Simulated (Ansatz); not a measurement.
Problem. Name a neutral molecule of C, Ge, Si and H with size of the dipole moment (ωB97M-V/def2-TZVPP) between 1.30 and 1.60 D and size of the dipole moment (B3LYP/def2-TZVPP) between 1.30 and 1.60 D (Ansatz, PBE0-D4/def2-TZVP geometry).

Solution. `C[SiH](C)[GeH3]` (1.32 D, 1.33 D). Other molecules can fit too; these were computed, each in one conformer that needn't be the lowest.

B3LYP here is the variant with VWN-RPA as its local correlation; programs differ in this.
